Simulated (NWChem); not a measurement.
System: SiHOCl2F; SMILES Cl[Si](Cl)(O)F

The following NWChem deck was run.

```
start job
memory heap 200 mb stack 900 mb global 1100 mb
geometry units angstroms
  O     -1.555520    -0.799838    -0.547767
  Si    -0.241875    -0.143577     0.108350
  F     -0.332737    -0.394553     1.696400
  Cl     1.306184    -1.136153    -0.614260
  Cl    -0.164601     1.838349    -0.124576
  H     -2.451018    -0.565237    -0.311587
end
basis spherical
  * library def2-svp
end
dft
  xc xpbe96 cpbe96
  disp vdw 4
  iterations 150
end
driver
  maxiter 120
end
task dft optimize
task dft freq
```

The level has its own optimisation; frequencies are unscaled.

Q: Give the results of this calculation. (PBE-D3(BJ)/def2-SVP.) Quantities: r O–Si (Å); r H–O (Å); r F–Si (Å); highest harmonic frequency (cm⁻¹); lowest (cm⁻¹); zero-point energy (kcal/mol); dipole (D).

A: 
* **r O–Si (Å)**: 1.648
* **r H–O (Å)**: 0.974
* **r F–Si (Å)**: 1.623
* **highest harmonic frequency (cm⁻¹)**: 3761
* **lowest (cm⁻¹)**: 126
* **zero-point energy (kcal/mol)**: 12.7
* **dipole (D)**: 1.82
